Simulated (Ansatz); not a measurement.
Relaxation of ClH5NOSbSi (10 atoms, charge 0, multiplicity 1), to a largest force component of 0.015 eV/Å in at most 40 steps.

Computed with RKS r2SCAN-D4/def2-SVP (Ansatz 0.2.0).

```xyz
10
Properties=species:S:1:pos:R:3
N -1.262 -0.402 -0.592
Si 0.372 -0.606 -0.059
O 0.360 -1.644 1.291
Cl 1.569 -1.444 -1.613
Sb 1.382 1.611 0.558
H -1.903 -1.051 0.001
H -1.337 -0.860 -1.568
H 0.013 -2.467 0.977
H -0.059 2.077 1.524
H 0.770 2.364 -0.874
```

Q: Where does it end, and by what steps?

A: It converged. After 13 steps the energy has fallen by 0.572 eV; H6 moved furthest, 0.59 Å.

```
step  energy less start (eV)  largest force component (eV/Å)  accepted
   0                  0.0000                           2.932       yes
   1                 -0.2259                           1.041       yes
   2                 -0.3597                           0.896       yes
   3                 -0.4266                           0.899       yes
   4                 -0.4785                           0.581       yes
   5                 -0.5146                           0.519       yes
   6                 -0.5626                           0.501       yes
   7                 -0.5647                           0.333       yes
   8                 -0.5573                           0.927        no
   9                 -0.5704                           0.094       yes
  10                 -0.5716                           0.018       yes
  11                 -0.5717                           0.016       yes
  12                 -0.5717                           0.022        no
  13                 -0.5718                           0.006       yes
```

```xyz
10
Properties=species:S:1:pos:R:3
N -1.243 -0.861 -0.654
Si 0.372 -0.690 -0.076
O 0.569 -1.622 1.283
Cl 1.536 -1.373 -1.672
Sb 1.339 1.587 0.640
H -2.006 -0.480 -0.100
H -1.419 -0.724 -1.646
H 0.158 -2.497 1.229
H -0.133 1.960 1.452
H 0.732 2.279 -0.812
```

Time of the run: 72 s on 2 threads of Arm Neoverse V2 (shared host), peak memory 0.21 GiB.
